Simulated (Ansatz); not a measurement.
Consider the redistribution: `[NH2][Ge][NH2]` + `S[CH2][GeH3]` → `[NH2][Ge][SH]` + `N[CH2][GeH3]`.

Isolated molecules relaxed with PBE0-D4/def2-TZVP in Ansatz; ΔE leaves out vibrations. CCSD(T)/CBS adds triple-zeta CCSD(T) − MP2 to the extrapolated MP2 energy (def2 sets, frozen cores). Functionals use def2-TZVPP. For Ge outer-core shells are correlated without core-valence functions, which leaves a few kJ/mol of doubt a bond. Scalar relativity is left out up to krypton. One conformer a species, not always the lowest.

Task: Is it downhill or uphill in electronic energy at CCSD(T)/CBS, and by how much? (Best estimate.)

Result: Computed: Downhill: ΔE = -0.07 eV.

Task: What do these levels give: PBE-D4, r2SCANh-D4, r2SCAN, HF/def2-QZVPP, MP2/def2-QZVPP, CCSD/CBS(def2)? (Estimate.)

Result: Computed: PBE-D4 -0.19, r2SCANh-D4 -0.14, r2SCAN -0.14, HF/def2-QZVPP -0.10, MP2/def2-QZVPP -0.03, CCSD/CBS(def2) -0.07 eV.

Task: What do rigid-rotor, harmonic-oscillator terms from PBE0-D4/def2-TZVP frequencies (298.15 K, 1 bar) make of the CCSD(T)/CBS value? (Estimate.)

Result: Ansatz gave: ΔZPE = +0.07 eV, ΔH = -0.02 eV, ΔS = 0 J/(mol·K), ΔG = -0.02 eV.

Largest T1 diagnostic among the species: 0.014.

In def2-TZVPP, CCSD(T) changes the Hartree–Fock value by +0.03 eV (the triples alone add −0.00 eV) and MP2 by +0.07 eV. From BLYP to BHLYP (50 % exact exchange), in def2-TZVPP and without D4, ΔE moves by +0.04 eV. At CCSD(T), def2-SVP lies −0.13 eV from the extrapolated value and def2-TZVPP −0.01 eV.
